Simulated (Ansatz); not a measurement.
`[CH3][In]([OH])[F]` and `[CH3][In]([F])[SiH3]` differ in one atom or group.

Ansatz, PBE0-D4/def2-TZVP geometries, multiplicity 1. Each molecule was computed in one conformer, which needn't be the lowest.

Elements past krypton have def2 core potentials.

```csv
property,`[CH3][In]([OH])[F]`
HOMO energy (ωB97M-V/def2-TZVPP) / eV,-10.74
LUMO energy (B3LYP/def2-TZVPP) / eV,-1.67
size of the dipole moment (B3LYP/def2-TZVPP) / D,4.96
LUMO energy (ωB97M-V/def2-TZVPP) / eV,0.42
HOMO–LUMO gap (ωB97M-V/def2-TZVPP) / eV,11.16
HOMO–LUMO gap (B3LYP/def2-TZVPP) / eV,6.59
```

Task: What does the change do to each property? (Best estimate.)

Result: Computed: 
```tsv
property	`[CH3][In]([F])[SiH3]`	shift
HOMO energy (ωB97M-V/def2-TZVPP) / eV	-9.54	1.20
LUMO energy (B3LYP/def2-TZVPP) / eV	-1.98	-0.31
size of the dipole moment (B3LYP/def2-TZVPP) / D	3.37	-1.59
LUMO energy (ωB97M-V/def2-TZVPP) / eV	-0.19	-0.61
HOMO–LUMO gap (ωB97M-V/def2-TZVPP) / eV	9.35	-1.81
HOMO–LUMO gap (B3LYP/def2-TZVPP) / eV	5.33	-1.26
```

With PBE0 the HOMO rises by 0.97 eV and the LUMO falls by 0.40 eV, so the gap narrows by about 1.37 eV. PBE moves the HOMO by 0.59 eV and ωB97M-V by 1.20 eV. Dipoles are sizes alone; their direction can turn.

B3LYP here is the variant with VWN-RPA as its local correlation; programs differ in this.
